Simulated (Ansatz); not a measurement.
`[F][W]([F])([F])(=[S])[Cl]` + `C#C[SiH](F)Cl` → `[F][W]([F])([F])([F])=[S]` + `C#C[SiH](Cl)Cl`  (redistribution)

Computed with Ansatz on PBE0-D4/def2-TZVP structures; ΔE is electronic, products minus reactants. CBS: MP2 limit from def2 TZ/QZ plus the TZ coupled-cluster correction, frozen cores. DFT in def2-TZVPP. B3LYP here is the variant with VWN-RPA as its local correlation; programs differ in this. def2 core potentials past Kr. For W outer-core shells are correlated without core-valence functions, which leaves a few kJ/mol of doubt a bond.

CCSD(T)/CBS gives +32.3 kJ/mol.

Task: Another level gave +20.1 kJ/mol. Which?
A. SCS-MP2/def2-TZVPP
B. CCSD(T)/def2-TZVPP
C. B3LYP-D4/def2-TZVPP
D. PBE-D4/def2-TZVPP

Result: D. PBE-D4 20.1, B3LYP-D4 27.1, SCS-MP2/def2-TZVPP 38.2, CCSD(T)/def2-TZVPP 31.7 kJ/mol.

Largest T1 diagnostic among the species: 0.021, so the coupled-cluster value is less sure than usual.

Leaving LDA and LC-ωPBE aside and taking each functional with its dispersion term where it has one, the values, not all of them listed here, spread over 13.9 kJ/mol, from revPBE-D4 to B2PLYP. LDA lies +3.7 kJ/mol from PBE without D4. At CCSD(T), def2-SVP lies −17.2 kJ/mol from the extrapolated value and def2-TZVPP −0.6 kJ/mol.
